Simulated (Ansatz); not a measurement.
CH4ClInSe (`C[Se][InH][Cl]`), 8 atoms. Total charge 0; spin multiplicity 1. Correlated methods include outer-core shells of In, Se, which these sets cover unevenly. Scalar relativity is left out up to krypton. In: def2 effective core potential. All runs use 4 threads of a server CPU on a shared host. Correlated methods freeze the cores.

(1) Give the basis size and wall time and peak host memory of each of these runs in Ansatz. RKS PBE0-D4/def2-QZVPP energy; RKS ωB97M-V/def2-QZVPP energy; RKS B2PLYP (frozen core)/def2-TZVPP energy; RKS PBE0-D4/def2-TZVP relaxation (6 steps); RKS PBE0-D4/def2-TZVP frequencies; RHF-CCSD(T)/def2-TZVPP energy; RKS PBE0-D4/def2-SVP energy; RKS PBE-D4/def2-TZVPP energy and forces; direct RPA on PBE orbitals/def2-TZVPP energy; RKS PBE0-D4/def2-TZVPP energy; RHF-MP2/def2-QZVPP energy; RKS ωB97M-V/def2-SVP energy. (Best estimate.)

Results:

(1) Ansatz gave: Other jobs shared the machine, so times are rough.

| level | job | functions | wall time | peak host memory (GiB) |
| --- | --- | --- | --- | --- |
| RKS PBE0-D4/def2-SVP | energy | 110 | 1.6 s | 0.27 |
| RKS PBE-D4/def2-TZVPP | energy and forces | 227 | 2.7 s | 0.33 |
| RKS PBE0-D4/def2-TZVPP | energy | 227 | 4.2 s | 0.79 |
| RKS ωB97M-V/def2-SVP | energy | 110 | 6.5 s | 0.4 |
| direct RPA on PBE orbitals/def2-TZVPP | energy | 227 | 6.5 s | 0.57 |
| RKS B2PLYP (frozen core)/def2-TZVPP | energy | 227 | 7.5 s | 0.65 |
| RKS PBE0-D4/def2-QZVPP | energy | 418 | 11 s | 1.6 |
| RHF-MP2/def2-QZVPP | energy | 418 | 21 s | 2.2 |
| RKS ωB97M-V/def2-QZVPP | energy | 418 | 24 s | 1.9 |
| RKS PBE0-D4/def2-TZVP | relaxation (6 steps) | 190 | 32 s | 0.63 |
| RKS PBE0-D4/def2-TZVP | frequencies | 190 | 2.7 min | 0.63 |
| RHF-CCSD(T)/def2-TZVPP | energy | 227 | 3.6 min | 3.9 |
